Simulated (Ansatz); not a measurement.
Consider the cleavage of the Si–B bond: `NB[SiH2]N` + `O[SiH3]` → `N[SiH2]O[SiH3]` + `BN`.

Program: Ansatz. Geometries: PBE0-D4/def2-TZVP. ΔE: electronic, gas phase. CCSD(T)/CBS is the MP2 limit (def2-TZVPP, def2-QZVPP) plus CCSD(T) − MP2 in def2-TZVPP, frozen cores. This one scheme is used for every species. DFT in def2-TZVPP. One conformer a species, not always the lowest.

`NB[SiH2]N`:

Cartesian coordinates in Å:
```
N 1.033 -1.013 1.573
B 0.411 -1.007 0.333
Si -0.816 0.513 -0.186
N -0.467 1.321 -1.684
H 1.649 -1.747 1.885
H 0.905 -0.285 2.257
H 0.646 -1.930 -0.400
H -2.219 0.020 -0.318
H -0.800 1.544 0.902
H 0.460 1.691 -1.830
H -0.802 0.894 -2.533
```

`O[SiH3]`:

Z-matrix (Å, degrees):
```
Si
O 1 1.648
H 1 1.489 2 111.7
H 1 1.489 2 111.7 3 120.9
H 1 1.481 2 105.9 3 -119.6
H 2 0.957 1 117.9 3 -60.5
```

`N[SiH2]O[SiH3]`:

Cartesian coordinates in Å:
```
N 0.386 2.066 1.066
Si -0.583 0.841 0.392
O 0.261 -0.427 -0.216
Si 0.253 -1.887 -0.941
H 0.828 1.950 1.963
H 0.899 2.707 0.483
H -1.461 0.323 1.469
H -1.355 1.444 -0.722
H -0.398 -1.802 -2.276
H 1.656 -2.338 -1.108
H -0.486 -2.877 -0.112
```

`BN`:

Cartesian coordinates in Å:
```
B 0.060 -0.409 0.544
N -0.062 0.420 -0.559
H -0.658 -0.232 1.485
H 0.880 -1.280 0.527
H 0.508 0.329 -1.383
H -0.729 1.172 -0.613
```

| species | BHLYP energy (Eh) |
| --- | --- |
| `NB[SiH2]N` | -428.10238 |
| `O[SiH3]` | -367.16313 |
| `N[SiH2]O[SiH3]` | -713.30330 |
| `BN` | -82.02674 |

Problem. Work out ΔE.

Solution. ΔE = (-713.30330) + (-82.02674) − (-428.10238) − (-367.16313) = -0.06453 Eh = -40.5 kcal/mol. CCSD(T)/CBS gives -37.4 kcal/mol.

Largest T1 diagnostic among the species: 0.013.

Leaving LDA and LC-ωPBE aside and taking each functional with its dispersion term where it has one, the values, not all of them listed here, spread over 9.0 kcal/mol, from BHLYP-D4 to revPBE-D4. LDA lies −1.0 kcal/mol from PBE without D4. At CCSD(T), def2-SVP lies +1.2 kcal/mol from the extrapolated value and def2-TZVPP +0.1 kcal/mol. From r2SCAN to r2SCAN0 (25 % exact exchange), in def2-TZVPP and without D4, ΔE moves by −1.0 kcal/mol.
